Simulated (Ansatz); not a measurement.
`[NH2][Sn]([F])([F])[SeH]` → 2 F• + 3 H• + N• + Se• + Sn•  (atomization)

Gas-phase electronic energies from Ansatz, PBE0-D4/def2-TZVP geometries. CCSD(T)/CBS adds triple-zeta CCSD(T) − MP2 to the extrapolated MP2 energy (def2 sets, frozen cores). This one scheme is used for every species, atoms too. DFT in def2-TZVPP. Open shells (•) are unrestricted, without spin–orbit coupling. Spin–orbit coupling would lower the free atoms: a little for F; clearly for Se; strongly for Sn. Elements past krypton have def2 core potentials. For Se, Sn outer-core shells are correlated without core-valence functions, so the limit isn't a true one: a few kJ/mol of doubt a bond, and 10 to 20 or more in all where bonds break to atoms. Scalar relativity is left out up to krypton. Each species was taken in one conformer, which may not be the lowest.

```json
{"level": "r2SCAN-D4", "ΔE (eV)": "25.81"}
{"level": "CAM-B3LYP-D4", "ΔE (eV)": "25.86"}
{"level": "r2SCAN", "ΔE (eV)": "25.76"}
{"level": "SCS-MP2/def2-QZVPP", "ΔE (eV)": "26.18"}
```

What does CCSD(T)/CBS give? (An estimate is asked.)

Ansatz gave: +26.25 eV. The listed levels differ from it by -0.44, -0.39, -0.49, -0.07 eV.

Largest T1 diagnostic among the species: 0.013.

In def2-TZVPP, CCSD(T) changes the Hartree–Fock value by +8.61 eV (the triples alone add +0.62 eV) and MP2 by +9.25 eV; breaking electron pairs costs correlation energy, which Hartree–Fock lacks. The D4 term adds +0.32 eV with B3LYP and +0.17 eV with PBE0; it sums over pairs of atoms, weighted by their polarisabilities, and B3LYP, whose exchange is more repulsive, gets the larger term.

B3LYP here is the variant with VWN-RPA as its local correlation; programs differ in this.

For atomizations the MP2-based limit and the directly extrapolated one differ by several kJ/mol either way, and by 10 to 25 for some Ge, Se and Sn compounds, so smaller differences from it don't rank the levels.
